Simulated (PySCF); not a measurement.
Job file and geometry (Å, from GFN2-xTB) of an NMR shielding run on SMILES c1cc(N=C=O)c(F)cc1, C₇H₄FNO, GIAO PBE0/pcSseg-1 NMR shielding, non-relativistic, gas phase (PySCF); density fitting, a coarse starting grid and PySCF grid level 2 are the driver's defaults:

```
$ OMP_NUM_THREADS=1 python probes_run.py task.json out

{"job": {"kind": "nmr", "xc": "PBE0", "basis": "pcSseg-1"}, "charge": 0, "multiplicity": 1}
O      4.229132     0.337800    -0.493047
C      3.095029     0.453846    -0.309453
N      1.977118     0.799024    -0.066637
C      0.678487     0.366208    -0.000609
C     -0.325331     1.257247     0.364279
C     -1.639630     0.832959     0.434522
C     -1.971194    -0.480486     0.145157
C     -0.984852    -1.382277    -0.219777
C      0.324283    -0.953751    -0.289068
F      1.294880    -1.822947    -0.645043
H     -0.055811     2.276939     0.588897
H     -2.410200     1.533240     0.717368
H     -2.997311    -0.807881     0.201442
H     -1.215278    -2.410395    -0.450198
```

**Question.** Write the output of this run.

**Answer.** 
```
coarse grid: 13320 points
cycle   1  E = -498.1633308650  dE =  2.183e+00  |g| = 8.208e-01  |ddm| = 3.916e+00
cycle   2  E = -497.7723277588  dE =  3.910e-01  |g| = 1.655e+00  |ddm| = 1.559e+00
cycle   3  E = -498.2719627139  dE = -4.996e-01  |g| = 3.164e-01  |ddm| = 1.125e+00
cycle   4  E = -498.2915355158  dE = -1.957e-02  |g| = 9.202e-02  |ddm| = 2.616e-01
cycle   5  E = -498.2930941962  dE = -1.559e-03  |g| = 3.012e-02  |ddm| = 7.959e-02
cycle   6  E = -498.2932798822  dE = -1.857e-04  |g| = 8.483e-03  |ddm| = 3.192e-02
cycle   7  E = -498.2932956851  dE = -1.580e-05  |g| = 2.805e-03  |ddm| = 1.013e-02
cycle   8  E = -498.2932975968  dE = -1.912e-06  |g| = 6.676e-04  |ddm| = 2.816e-03
final grid: 133752 points
cycle   9  E = -498.3677389969  dE = -1.938e-05  |g| = 1.221e-02  |ddm| = 4.163e-02
cycle  10  E = -498.3676423477  dE =  9.665e-05  |g| = 2.544e-02  |ddm| = 2.451e-02
cycle  11  E = -498.3677670486  dE = -1.247e-04  |g| = 3.224e-03  |ddm| = 1.683e-02
cycle  12  E = -498.3677693115  dE = -2.263e-06  |g| = 5.617e-04  |ddm| = 2.703e-03
cycle  13  E = -498.3677693689  dE = -5.737e-08  |g| = 1.746e-04  |ddm| = 6.319e-04
cycle  14  E = -498.3677693755  dE = -6.651e-09  |g| = 6.067e-05  |ddm| = 2.032e-04
cycle  15  E = -498.3677693763  dE = -8.306e-10  |g| = 1.871e-05  |ddm| = 6.232e-05
converged SCF energy = -498.3677693763

GIAO shielding tensors (ppm)
atom      isotropic    diamagn.    paramagn.     s11        s22        s33       span
  0 O      165.876     399.466    -233.590     63.949    124.313    309.366    245.417
  1 C       56.377     260.901    -204.524    -54.897    -29.541    253.568    308.465
  2 N      211.102     330.766    -119.663    132.079    183.656    317.572    185.493
  3 C       59.235     255.555    -196.320    -19.853     59.204    138.353    158.206
  4 C       54.762     250.566    -195.804    -39.735     40.995    163.025    202.760
  5 C       56.615     253.343    -196.728    -51.126     42.217    178.754    229.880
  6 C       55.810     254.443    -198.634    -48.341     39.818    175.952    224.293
  7 C       65.126     256.604    -191.478    -21.623     48.448    168.552    190.175
  8 C       18.727     248.511    -229.784    -57.110     25.380     87.910    145.019
  9 F      301.987     476.505    -174.517    230.494    287.862    387.606    157.112
 10 H       24.209      29.876      -5.667     20.370     23.774     28.481      8.111
 11 H       24.321      29.710      -5.389     20.959     25.191     26.812      5.853
 12 H       24.311      29.754      -5.443     20.968     25.354     26.611      5.643
 13 H       24.261      29.964      -5.703     20.729     24.550     27.505      6.776
```

**Question.** Turn these shieldings into chemical shifts. Chemical shifts δ = σref − σ; 17O (σref 336.08) vs H2O; 13C (σref 186.93), 1H (σref 31.72) vs TMS; NH3 for 15N (σref 267.73); 19F (σref 170.95) against CFCl3, all at this level.

**Answer.** Averaging equivalent atoms: O 0: 170.2; C 8: 168.2; C 4: 132.2; C 6: 131.1; C 1: 130.5; C 5: 130.3; C 3: 127.7; C 7: 121.8; N 2: 56.6; F 9: -131.0; H 10: 7.51; H 13: 7.46; H 12: 7.41; H 11: 7.40 ppm. Unscaled 19F shifts against computed CFCl3 carry errors that often reach 10 to 50 ppm. Experimental scales use liquid or dissolved standards, which lie at an offset from isolated NH3 (liquid NH3: subtract about 20 ppm) and H2O (liquid H2O: subtract about 36 ppm).

Size and cost of the density-fitted run: 190 basis functions, 58 s wall time on 1 thread of an Arm Neoverse N1, shared host.
